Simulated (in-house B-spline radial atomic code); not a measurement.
Results of a calculation; reference values are marked as such.
Softness against transferability: the 5p channel of I

I, [Kr] 4d10 5s2 5p5, non-relativistic LDA (VWN5), spherical and spin-unpolarised, from an all-electron radial atomic-structure program (B-spline basis) (atomic units). The all-electron 5p level is ε = -0.267904 hartree, its outermost node lies just inside 0.98 bohr and its outer maximum at 2.04 bohr.

Troullier-Martins pseudo-orbitals are made for several radii. The cutoffs (hartree) are the plane-wave energies beyond which the orbital holds less than the named kinetic energy per electron. The phase error is the difference, pseudo minus all-electron, of arctan(R P'/P) at R = 3.15 bohr for all radii, half a hartree below and above the level.

```json
{"r_c (bohr)": "1.53", "V_l(0) (hartree)": "-13.04", "cutoff for 10 mEh": "20.2", "for 1 mEh": "26.5", "for 0.1 mEh": "78.4", "phase error at ε − 0.5 (mrad)": "-1.1", "at ε + 0.5 (mrad)": "-8.6"}
{"r_c (bohr)": "1.77", "V_l(0) (hartree)": "-1.89", "cutoff for 10 mEh": "4.03", "for 1 mEh": "15", "for 0.1 mEh": "30.1", "phase error at ε − 0.5 (mrad)": "-0.6", "at ε + 0.5 (mrad)": "-3.3"}
{"r_c (bohr)": "2.04", "V_l(0) (hartree)": "0.65", "cutoff for 10 mEh": "4.99", "for 1 mEh": "8.32", "for 0.1 mEh": "17.5", "phase error at ε − 0.5 (mrad)": "-0.4", "at ε + 0.5 (mrad)": "-2.3"}
{"r_c (bohr)": "2.3", "V_l(0) (hartree)": "0.17", "cutoff for 10 mEh": "4.26", "for 1 mEh": "7.84", "for 0.1 mEh": "16.1", "phase error at ε − 0.5 (mrad)": "-0.6", "at ε + 0.5 (mrad)": "-3.0"}
{"r_c (bohr)": "2.57", "V_l(0) (hartree)": "-0.49", "cutoff for 10 mEh": "2.25", "for 1 mEh": "6.62", "for 0.1 mEh": "12.9", "phase error at ε − 0.5 (mrad)": "-1.0", "at ε + 0.5 (mrad)": "-5.4"}
{"r_c (bohr)": "2.85", "V_l(0) (hartree)": "-0.94", "cutoff for 10 mEh": "2.08", "for 1 mEh": "5.38", "for 0.1 mEh": "7.53", "phase error at ε − 0.5 (mrad)": "-2.0", "at ε + 0.5 (mrad)": "-9.7"}
```

Question: Which radius needs the lowest cutoff for 0.1 mEh while both phase errors stay within 5.5 mrad?

Answer: The radii within that limit are 1.77, 2.04, 2.3, 2.57 bohr; of these r_c = 2.57 needs the least, 12.9 hartree, that is 25.8 Ry or 351 eV.

Question: What does the larger radius buy, and what does it cost?

Answer: From r_c = 1.53 to 2.85 bohr the cutoff for 1 mEh goes from 26.5 to 5.38 hartree, a factor of 4.93, against 3.47 for a pure 1/r_c² scaling, end to end; step by step it is 26.5, 15, 8.32, 7.84, 6.62, 5.38, and for 0.1 mEh 78.4, 30.1, 17.5, 16.1, 12.9, 7.53; the number of plane waves goes as the cutoff to the power 3/2, here a factor of 10.9. The larger of the two phase errors is least at r_c = 2.04 bohr, 2.3 mrad; it is 8.6 at the smallest radius and 9.7 at the largest. These errors test the reference atom alone. The smallest radius lies well inside the outer maximum, where the nodeless form must bend sharply to keep the norm, so it is both harder and scatters less well than the next. Large radii also let the cores of neighbours overlap, which an atom doesn't show.
